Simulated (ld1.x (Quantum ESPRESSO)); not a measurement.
What the settings do to the TM potential of rubidium (Rb)

Base potential:

* Element: rubidium (Rb)
* Generator: ld1.x (Quantum ESPRESSO) 7.5
* Type: norm-conserving Troullier–Martins (Kleinman–Bylander form)
* Functional: PBEsol
* Relativity: fully relativistic
* Frozen core: [Ar] 3d10
* Valence charge: 9
* Reference configuration: 4s2 4p6 5s1 5p0
* Partial waves: 4p (bound): rc 1.45 bohr; 4d channel at 0.35 Ry: rc 1.80 bohr; 4s (bound): rc 2.20 bohr
* Local potential: the s channel
* Core correction: a·sin(br)/r model core inside 1.00 bohr

Open shells are filled in proportion to 2j + 1 (rel_dist='average').

Occupied shells without a wave of their own: 5s. They enter only through the test configuration that unscreens the potential, and ld1.x also counts them in the model core charge.

All-electron outer shells of the reference configuration (PBEsol, scalar-relativistic, ld1.x):

```
shell  level (eV)  outermost node (bohr)  outermost maximum (bohr)
   3p     -224.65                   0.19                      0.44
   3d     -103.99                      –                      0.39
   4s      -31.91                   0.62                      1.25
   4p      -15.98                   0.64                      1.42
   5s       -2.22                   1.79                      4.43
   5p       -0.74                   2.20                      6.14
```

Cutoffs, loose and tight: the cutoffs (Ry, on a coarse ladder) from which the occupation-weighted sum of valence levels, in a spherical-Bessel basis at the reference potential, stays within 10 and 1 mRy of its value at 400 Ry. They do not see the model core or the augmentation charge, which bear on the density cutoff. Test errors are all-electron minus pseudo excitation energies from the reference, over the configurations 4s2 4p6 5s0 5p0; 4s2 4p6 5s0.5 5p0; 4s2 4p6 5s0 5p1; 4s2 4p5 5s1 5p0; 4s1 4p6 5s1 5p0. A dash means not determined; rows that change the core or the reference have their own tests. The largest error is taken over the tests solved by every variant that gives reliable tests at all: 4s1 4p6 5s1 5p0; 4s2 4p5 5s1 5p0; 4s2 4p6 5s0 5p0; 4s2 4p6 5s0.5 5p0.

With those shells counted twice in exchange and correlation these files are broken, and their errors move erratically; no question is asked of them.

A true bound ghost makes a file unfit for plane-wave use even where its test errors are small: the radial tests pick states by their node count and pass the ghost by.

```tsv
change	outcome	cutoff, loose	cutoff, tight	bound ghosts	largest test error (meV)
base	generated, misses its reference levels by 0.22 eV	35 Ry	80 Ry	d3/2	-570
scalar-relativistic	generated, misses its reference levels by 0.22 eV	35 Ry	80 Ry	d	-571
all radii but the core radius scaled by about 0.97 (s 2.14, p 1.40, d 1.74 bohr)	generated, misses its reference levels by 0.19 eV	35 Ry	80 Ry	d3/2	-521
type ultrasoft; waves now 4s (bound): rcut 1.90, rcutus 2.20 bohr; 5s (bound): rcut 1.90, rcutus 2.20 bohr; 4p (bound): rc 1.45 bohr; 5p (bound): rc 1.45 bohr; 4d channel at 0.35 Ry: rcut 1.55, rcutus 1.80 bohr; 4d channel at 1.65 Ry: rcut 1.55, rcutus 1.80 bohr; local potential all-electron potential smoothed inside 1.15 bohr (lloc = -2); augmentation PSQ, radius 1.55 bohr	failed: chargeps: negative rho	–	–	–	–
core correction a·sin(br)/r model core inside 1.54 bohr	generated, misses its reference levels by 0.22 eV	35 Ry	80 Ry	d3/2	-569
wave 4p (bound): rc 1.45 bohr becomes 4p (bound): rc 1.82 bohr	generated, misses its reference levels by 0.22 eV	30 Ry	55 Ry	d3/2	-570
functional PBE	generated, misses its reference levels by 0.22 eV	35 Ry	80 Ry	d3/2	-513
wave 4d channel at 0.35 Ry: rc 1.80 bohr becomes 4d channel at 0.35 Ry: rc 1.86 bohr	generated, misses its reference levels by 0.22 eV	35 Ry	80 Ry	d3/2	-570
wave 4s (bound): rc 2.20 bohr becomes 4s (bound): rc 1.70 bohr	generated	45 Ry	80 Ry	d5/2, d3/2	-274
wave 4d channel at 0.35 Ry: rc 1.80 bohr becomes 4d channel at 6.83 Ry: rc 1.80 bohr	generated, misses its reference levels by 0.22 eV	35 Ry	80 Ry	d3/2, d5/2	-570
core [Kr], valence charge 1; reference 5s1 5p0; waves now 5p (bound): rc 3.45 bohr; 4d channel at 0.35 Ry: rc 2.95 bohr; 5s (bound): rc 3.40 bohr; core correction a·sin(br)/r model core inside 2.45 bohr	generated	6 Ry	6 Ry	p1/2, p3/2	-8.3
type RRKJ; local potential the d channel	generated	55 Ry	70 Ry	none	-225
```
